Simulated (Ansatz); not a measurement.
Consider the substitution at a C–O bond: `CO[Si@H](Cl)[Si@H](O)Cl` + `CNCO` → `CN(C)CO` + `O[Si@@H](Cl)[Si@@H](O)Cl`.

Computed with Ansatz on PBE0-D4/def2-TZVP structures; ΔE is electronic, products minus reactants. CCSD(T)/CBS adds triple-zeta CCSD(T) − MP2 to the extrapolated MP2 energy (def2 sets, frozen cores). DFT in def2-TZVPP. B3LYP here is the variant with VWN-RPA as its local correlation; programs differ in this. One conformer a species, not always the lowest.

```csv
level,ΔE (kcal/mol),difference from CCSD(T)/CBS
PBE-D4,-7.8,0.7
r2SCAN-D4,-8.0,0.5
PBE0-D4,-7.9,0.6
B3LYP-D4,-6.8,1.7
ωB97X-V,-7.5,1.0
ωB97M-V,-7.9,0.6
B2PLYP,-7.3,1.2
PBE,-7.5,1.0
r2SCAN,-8.0,0.5
PBE0,-7.7,0.8
B3LYP,-6.2,2.3
HF/def2-TZVPP,-4.9,3.6
MP2/def2-TZVPP,-9.6,-1.1
SCS-MP2/def2-TZVPP,-8.2,0.3
CCSD/def2-TZVPP,-7.9,0.6
CCSD(T)/def2-TZVPP,-8.3,0.2
HF/def2-QZVPP,-4.8,3.7
MP2/def2-QZVPP,-9.6,-1.1
SCS-MP2/def2-QZVPP,-8.2,0.3
HF/CBS(def2),-4.8,3.7
MP2/CBS(def2),-9.7,-1.2
CCSD/CBS(def2),-8.1,0.4
CCSD(T)/CBS,-8.5,0
```

Largest T1 diagnostic among the species: 0.011.

In def2-TZVPP, CCSD(T) changes the Hartree–Fock value by −3.4 kcal/mol (the triples alone add −0.4 kcal/mol) and MP2 by −4.7 kcal/mol.
